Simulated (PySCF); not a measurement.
## Correlation energy of Ru (ruthenium, neutral)

[Kr] 4d7 5p1, one real determinant (an excited configuration). All numbers are calculated (PySCF 2.14, scalar relativity by spin-free X2C-1e, in ANO-RCC-VTZP (7s6p4d2f1g, 68 functions)). Frozen: [Kr]; 8 electrons correlated.

```json
{"level": "CCSD", "correlation energy (mhartree)": "-181.38"}
{"level": "(T)", "correlation energy (mhartree)": "-8.12"}
{"level": "CCSD(T)", "correlation energy (mhartree)": "-189.50"}
```

Diagnostics: T1 = 0.014, D1 = 0.0313, largest double amplitude 0.088.

The real determinant used has ⟨L²⟩ near 14 against 20 for a pure G term, so it mixes terms.

Cost of the coupled-cluster step: roughly 13 core-seconds, for 8 correlated electrons.

The basis was made for the ground configuration and has no added diffuse functions, which can raise the energy of the promoted electron.

The reference is one real determinant that mixes LS terms of this configuration.
